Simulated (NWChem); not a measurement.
Molecule: C₂H₄ClNSi; SMILES C(C#N)[SiH2]Cl

```xyz
9

N     -1.0708    -2.6226    -0.3090
C     -0.2290    -1.9398     0.0985
C      0.8187    -1.0621     0.5788
Si     0.8758     0.6159    -0.3064
Cl    -0.8443     1.6665     0.1224
H      0.6913    -0.8846     1.6597
H      1.8003    -1.5489     0.4427
H      2.0485     1.3644     0.2220
H      0.9779     0.4156    -1.7751
```
Atoms are numbered in this order, from 1.

Results from NWChem. All runs use the structure optimised with PBE0/def2-SVP. Level: PBE/def2-SVP with SMD (1 M gas to 1 M solution), gas-phase geometry. Reactions with the solvent are ignored.

| solvent | dielectric constant | solvation free energy (kcal/mol) | cavity-dispersion-structure term (kcal/mol) | dipole in solution (D) |
|---|---|---|---|---|
| water | 78.4 | -3.1 | 4.5 | 5.35 |
| methanol | 32.6 | -6.5 | 0.9 | 5.32 |
| n-hexane | 1.88 | -3.9 | -0.8 | 4.52 |
| 1-octanol | 9.86 | -5.8 | 1.0 | 5.19 |
| anisole | 4.22 | (withheld) | (withheld) | (withheld) |

Task: Complete the blanks.

Result: 
- anisole, solvation free energy (kcal/mol): -5.3
- anisole, cavity-dispersion-structure term (kcal/mol): 0.2
- anisole, dipole in solution (D): 4.96
